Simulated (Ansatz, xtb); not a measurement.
Relative energy of two isomers of C3H2ClF3O

We compare a, `FC(F)(F)O/C=C\Cl`, a singlet, with b, `C=C(Cl)OC(F)(F)F`, a singlet. Both are isolated molecules in the gas phase, relaxed with PBE0-D3(BJ)/def2-SVP; the shapes shown needn't be the lowest conformers.

a (Å):

```csv
atom,x (Å),y (Å),z (Å)
C,0.1023,-1.0502,-0.2917
C,0.8383,-0.9296,-2.4869
C,0.9232,-1.4306,-3.7176
Cl,0.5175,-3.0468,-4.1148
F,-0.1911,-1.9559,0.6133
F,-0.9477,-0.2520,-0.4680
F,1.1014,-0.2913,0.1609
O,0.4378,-1.6938,-1.4292
H,1.1151,0.1056,-2.2747
H,1.2753,-0.8102,-4.5423
```

b (Å):

```xyz
10

C    -1.2780   -2.3293   -0.0167
C    -0.7555   -2.1718    1.1942
C     1.0393   -0.8190    1.9212
Cl   -1.6761   -2.3089    2.6495
F     2.3195   -0.7255    1.6269
F     0.9076   -0.8103    3.2395
F     0.3999    0.2379    1.4379
O     0.5847   -1.9763    1.3672
H    -0.6341   -2.2291   -0.8910
H    -2.3328   -2.5695   -0.1387
```

Quicker runs give these differences E(b) − E(a): GFN2-xTB −2.01 kcal/mol; HF/STO-3G +0.32 kcal/mol (at GFN2-xTB geometries); r2SCAN-D4/def2-SVP +1.01 kcal/mol (at GFN2-xTB geometries).

**Question.** Which of the two would you expect CCSD(T)/def2-SVP + ΔMP2/def2-TZVPP electronic energies to favour?

**Answer.** Not settled: CCSD(T)/def2-SVP + ΔMP2/def2-TZVPP gives E(b) − E(a) = +1.20 kcal/mol, but this leans on the basis-set step: CCSD(T) alone gives +0.24 kcal/mol.

The same difference at several levels:

```
                             level              geometry  E(b) − E(a) (kcal/mol)  departure from the last row (kcal/mol)  job, with rough time for the two
                          GFN2-xTB              GFN2-xTB                     −2.01                                   −3.21              optimisation, 0.17 s
                         HF/STO-3G              GFN2-xTB                     +0.32                                   −0.88              single point, 0.94 s
                r2SCAN-D4/def2-SVP              GFN2-xTB                     +1.01                                   −0.20               single point, 4.8 s
              PBE0-D3(BJ)/def2-SVP  PBE0-D3(BJ)/def2-SVP                     +0.72                                   −0.48             optimisation, 2.2 min
                       HF/def2-SVP  PBE0-D3(BJ)/def2-SVP                     +2.01                                   +0.81           part of the CCSD(T) run
                      MP2/def2-SVP  PBE0-D3(BJ)/def2-SVP                     +0.01                                   −1.19           part of the CCSD(T) run
                  CCSD(T)/def2-SVP  PBE0-D3(BJ)/def2-SVP                     +0.24                                   −0.96                      single point
CCSD(T)/def2-SVP + ΔMP2/def2-TZVPP  PBE0-D3(BJ)/def2-SVP                     +1.20                                                        single point, 86 s
```

As drawn, both hold the same kinds of bond in the same numbers.

GFN2-xTB puts the two in the other order. HF/STO-3G, MP2/def2-SVP, CCSD(T)/def2-SVP find them nearly level. The largest departure from CCSD(T)/def2-SVP + ΔMP2/def2-TZVPP is that of GFN2-xTB, 3.21 kcal/mol. The last row adds to CCSD(T) the change of the MP2 difference between the two basis sets, here +0.96 kcal/mol.

With thermal terms from frequencies at re-optimised GFN2-xTB minima (ideal gas, soft modes damped towards free rotors, one conformer each, 298.15 K, 1 atm): on the last row, ΔE + ΔZPE = +1.04, ΔH = +1.02, ΔG = +1.43 kcal/mol.

The correlated steps freeze 12 core orbitals. Programs: Ansatz 0.2.0, xtb 6.7.1; the last row on 2 threads of Intel(R) Xeon(R) Processor @ 2.70GHz on a shared host.
